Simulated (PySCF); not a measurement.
Molecule: sum formula ZnO2H2, net charge 0, singlet state. SMILES: [OH][Zn][OH]
Geometry from a B3LYP-D3(BJ)/def2-TZVP (Ansatz) optimisation:
```
Zn
O 1 1.7762
H 2 0.9619 1 114.82
O 1 1.7762 2 174.21 3 -135.97
H 4 0.9619 1 114.82 2 -135.97
```

Dispersion corrections to the total energy (kcal/mol) from the dftd3 and dftd4 libraries through PySCF: D3(BJ) without and D4 with the three-body term, each with the damping fitted for the functional named.

```
functional  D3(BJ)     D4
----------  ------  -----
BHLYP        -1.82    ___
TPSS         -1.53  -1.60
TPSSh        -1.40  -1.45
PBE          -1.20  -1.19
B3LYP        -2.21  -1.94
revPBE       -3.05    ___
HSE06          ___  -0.93
```

Problem. Complete the blanks.

Solution. 
- BHLYP, D4: -1.50
- revPBE, D4: -3.69
- HSE06, D3(BJ): -0.81
